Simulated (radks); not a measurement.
Spherical jellium clusters: N electrons in a uniform positive sphere of charge N and radius rs N^(1/3), rs = 5.53 bohr. Method: non-relativistic Kohn-Sham, LDA (Slater exchange, Perdew-Wang correlation), spin-polarised, spherical densities; computed with a radial shooting solver with Libxc functionals. Levels are named by radial order and angular momentum (1s, 1p, 1d, 2s, ...), and open shells are averaged over m.

N = 35, configuration 1s2 1p6 1d10 2s2 1f14 2p(up 1, down 0). This is the lowest configuration that the search found. Occupied and some empty levels:

level,occupation,eigenvalue (eV),<r> (bohr)
1s up,1,-3.6382,10.28
1s down,1,-3.5797,10.77
1p up,3,-3.3068,12.60
1p down,3,-3.2775,12.80
1d up,5,-2.9153,13.89
1d down,5,-2.8988,13.96
2s up,1,-2.7997,10.83
2s down,1,-2.7287,10.50
1f up,7,-2.4528,14.79
1f down,7,-2.4412,14.81
2p up,1,-2.1698,11.70
2p down,0,-2.0961,11.75
1g up,0,-1.9204,15.53
1g down,0,-1.9105,15.53
2d up,0,-1.4916,13.24
2d down,0,-1.4399,13.42
3s up,0,-1.3902,12.75
3s down,0,-1.3482,12.79

Energy (eV): total -64.2811, kinetic 33.874, external -2206.3, Hartree 1101.6, exchange-correlation -99.119, background 1105.7.
